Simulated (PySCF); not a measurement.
Spinor energies of Gd⁴⁵⁺ (gadolinium, charge +45)

Start: [Ar] 3d1; 3d5/2 filled at m_j = +5/2. Calculated with PySCF 2.14 in an even-tempered Gaussian basis (16 s from 11 bohr⁻², ratio 2.8; 12 p from 14 bohr⁻², ratio 2.8; 8 d from 14 bohr⁻², ratio 2.8; 3 f from 42 bohr⁻², ratio 3): generalised Hartree-Fock with the X2C-1e Hamiltonian and a Gaussian nucleus; one run each with spin-orbit coupling (SO) screened by Boettger's factors, then bare. This is a chosen level, not necessarily the ground level.

```
spinor shell  electrons  ε, screened SO (eV)  ε, bare SO (eV)  weight of nominal j (bare SO)  rms radius, bare SO (bohr)
       1s1/2          2             -53266.2         -53265.7                          1.000                      0.0249
       2s1/2          2             -11147.7         -11147.6                          1.000                      0.0998
       2p1/2          2             -10724.6         -10743.0                          1.000                      0.0851
       2p3/2          4             -10016.2         -10009.7                          1.000                      0.0915
       3s1/2          2              -4218.6          -4218.6                          1.000                       0.246
       3p1/2          2              -4045.4          -4049.9                          0.999                       0.234
       3p3/2          4              -3874.0          -3872.4                          1.000                       0.246
       3d5/2          1              -3625.3          -3622.4                          1.000                       0.214
```

```csv
quantity,screened SO,bare SO
E (hartree),-9488.85920,-9489.25247
M_J,5/2,5/2
⟨J²⟩,8.751,8.751
⟨L²⟩,6.030,6.032
⟨S²⟩,0.779,0.781
```

Each row is a mean over spinors that exchange with the open shell spreads, by up to 23.379 eV (3p3/2).

Breit and QED terms are absent; they matter most for the inner s and p1/2 levels.

Densities and radii are taken from the X2C orbitals without a picture-change correction, which distorts them close to the nucleus.
